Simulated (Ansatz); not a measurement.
Cost and result up the ladder for B(SiH3)3 (Si₃BH₉) (13 atoms). The state is a singlet with charge 0. Geometry: r2SCAN-D4/def2-SVP.

Cartesian coordinates in Å:
```
B 0.0095 -0.0041 0.0020
Si 0.7366 0.9190 -1.6276
H 1.5610 2.1427 -1.3792
H -0.4221 1.3031 -2.5020
H 1.5697 -0.0585 -2.4042
Si 0.3288 0.7732 1.8265
H 1.7859 1.0803 2.0060
H -0.1247 -0.0576 2.9854
H -0.4080 2.0817 1.8758
Si -1.0534 -1.6972 -0.1973
H -1.3100 -2.1519 -1.5996
H -2.3742 -1.5479 0.4989
H -0.2989 -2.7828 0.5151
```

Ansatz; hardware A = 2 threads of AMD EPYC 7R13 on a shared host; B = 2 threads of AMD EPYC 7R13 on a shared host and a share (18 GiB) of an NVIDIA H100 80GB HBM3. Times are rough, and most runs start from the orbitals of an earlier one. PBE0-D4/def2-TZVPD serves as the yardstick here, not as an exact answer. Differences are given only for rows in sets of like size (and for xTB, whose basis is part of the method), since another set adds its own error. Binding counts from free atoms at the same level (B doublet, Si triplet, H doublet; other spins of the atoms weren't run), without zero-point energy or a counterpoise term.

LC-ωPBE has ω = 0.4 bohr⁻¹. B3LYP takes the VWN-RPA correlation. Correlated methods freeze 16 core orbitals.

Correlated methods converge slowly with the basis.

```tsv
level	functions	binding energy per atom (eV)	difference from PBE0-D4/def2-TZVPD (eV)
PBE0-D4/def2-TZVP (with forces) [A]	196	3.00	0.00
PBE-D4/def2-TZVP [A]	196	2.99	0.00
PBE0-D4/def2-TZVPD [A]	247	3.00	0.00
CCSD(T)/def2-TZVP [B]	196	2.90	-0.09
B97M-V/def2-TZVP [A]	196	3.05	0.06
LC-ωPBE/def2-TZVP [A]	196	2.99	-0.01
r2SCAN-D4/def2-TZVP [A]	196	3.03	0.03
PBE-D4/def2-SVP [A]	113	2.99	–
PBE0-D4/def2-SVP [A]	113	2.99	–
B3LYP-D4/6-31G [A]	66	2.84	–
PBE-D4/def2-TZVPD [A]	247	2.99	0.00
HF/STO-3G [A]	41	3.43	–
HF/def2-TZVP [A]	196	2.35	-0.65
LDA (SPW92)/def2-TZVP [A]	196	3.32	0.32
```

Question: Estimate how long each takes.

Answer: HF/STO-3G [A] 0.2 s; B3LYP-D4/6-31G [A] 1.2 s; LDA (SPW92)/def2-TZVP [A] 1.4 s; PBE-D4/def2-SVP [A] 1.4 s; PBE0-D4/def2-SVP [A] 1.5 s; HF/def2-TZVP [A] 1.9 s; CCSD(T)/def2-TZVP [B] 2.3 s; PBE-D4/def2-TZVP [A] 2.4 s; LC-ωPBE/def2-TZVP [A] 3.1 s; PBE-D4/def2-TZVPD [A] 3.8 s; r2SCAN-D4/def2-TZVP [A] 4.2 s; PBE0-D4/def2-TZVPD [A] 4.4 s; PBE0-D4/def2-TZVP (with forces) [A] 5.5 s; B97M-V/def2-TZVP [A] 11 s. On shared hardware such times vary by a factor of up to 3.
